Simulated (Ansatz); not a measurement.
Isolated molecules relaxed with PBE0-D4/def2-TZVP in Ansatz; ΔE leaves out vibrations. CBS: MP2 limit from def2 TZ/QZ plus the TZ coupled-cluster correction, frozen cores. Functionals use def2-TZVPP. B3LYP here is the variant with VWN-RPA as its local correlation; programs differ in this. HSE06 is defined as in plane-wave codes. Elements past krypton have def2 core potentials. For Y outer-core shells are correlated without core-valence functions, which leaves a few kJ/mol of doubt a bond. Each species was taken in one conformer, which may not be the lowest.

Consider the formal exchange of groups at a Y–Cl bond: `[NH2][Y]([F])[Cl]` + `O=C=C(O)F` → `[NH2][Y]([F])[F]` + `O=C=C(O)Cl`.

```csv
level,ΔE (kcal/mol),difference from CCSD(T)/CBS
LDA (SPW92),-6.1,0.3
PBE-D4,-7.5,-1.1
BLYP-D4,-8.2,-1.8
r2SCAN-D4,-5.5,0.9
B97M-V,-4.4,2.0
PBE0-D4,-5.3,1.1
B3LYP-D4,-6.2,0.2
r2SCANh-D4,-4.9,1.5
r2SCAN0-D4,-4.2,2.2
HSE06-D4,-5.2,1.2
BHLYP-D4,-3.6,2.8
CAM-B3LYP-D4,-5.4,1.0
ωB97X-V,-5.2,1.2
ωB97M-V,-5.1,1.3
B2PLYP,-6.1,0.3
PBE-QIDH,-5.0,1.4
PBE,-7.0,-0.6
revPBE,-7.0,-0.6
BLYP,-7.0,-0.6
r2SCAN,-5.4,1.0
PBE0,-4.9,1.5
B3LYP,-5.4,1.0
r2SCANh,-4.8,1.6
r2SCAN0,-4.1,2.3
HSE06,-4.8,1.6
BHLYP,-3.2,3.2
CAM-B3LYP,-5.1,1.3
LC-ωPBE,-6.1,0.3
RPA@PBE/def2-TZVPP,-4.7,1.7
MP2/def2-SVP,-6.4,0.0
CCSD/def2-SVP,-3.6,2.8
CCSD(T)/def2-SVP,-4.1,2.3
MP2/def2-TZVPP,-7.4,-1.0
CCSD/def2-TZVPP,-3.9,2.5
CCSD(T)/def2-TZVPP,-4.7,1.7
HF/def2-QZVPP,0.2,6.6
MP2/def2-QZVPP,-8.7,-2.3
SCS-MP2/def2-QZVPP,-7.6,-1.2
MP2/CBS(def2),-9.2,-2.8
CCSD/CBS(def2),-5.6,0.8
CCSD(T)/CBS,-6.4,0
```

Largest T1 diagnostic among the species: 0.016.

In def2-TZVPP, CCSD(T) changes the Hartree–Fock value by −5.8 kcal/mol (the triples alone add −0.9 kcal/mol) and MP2 by −8.5 kcal/mol. The D4 term adds −0.8 kcal/mol with B3LYP and −0.4 kcal/mol with PBE0; it sums over pairs of atoms, weighted by their polarisabilities, and B3LYP, whose exchange is more repulsive, gets the larger term.
